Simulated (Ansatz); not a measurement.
GeF₂, relaxed as a singlet with RKS PBE0-D4/def2-TZVP in Ansatz, starting from the GFN2-xTB geometry. Force threshold 0.02 eV/Å.

The structure comes from a short search, and lower isomers may exist.

Start:

```tsv
atom	x (Å)	y (Å)	z (Å)
Ge1	-0.030	-0.088	-0.808
F2	1.217	-0.505	0.420
F3	-1.187	0.593	0.389
```

| step | energy (eV) | largest force component (eV/Å) | SCF passes |
| --- | --- | --- | --- |
| 1 | -61944.1571 | 1.502 | 15 |
| 2 | -61944.2183 | 0.624 | 21 |
| 3 | -61944.2358 | 0.020 | 20 |
| 4 | -61944.2358 | 0.001 | 21 |

Force components are those of the run's own axes.

End:

| atom | x (Å) | y (Å) | z (Å) |
| --- | --- | --- | --- |
| Ge1 | -0.028 | -0.083 | -0.764 |
| F2 | 1.204 | -0.502 | 0.398 |
| F3 | -1.176 | 0.586 | 0.367 |

By distances, no bond broke or formed. The bond that changes most is Ge1–F2, from 1.80 to 1.74 Å (atoms count from 1).

No frequencies were taken in this run, so the end may be a saddle point.

Hardware: 4 threads of Arm Neoverse V2 on a shared host. Wall time 2.2 s.
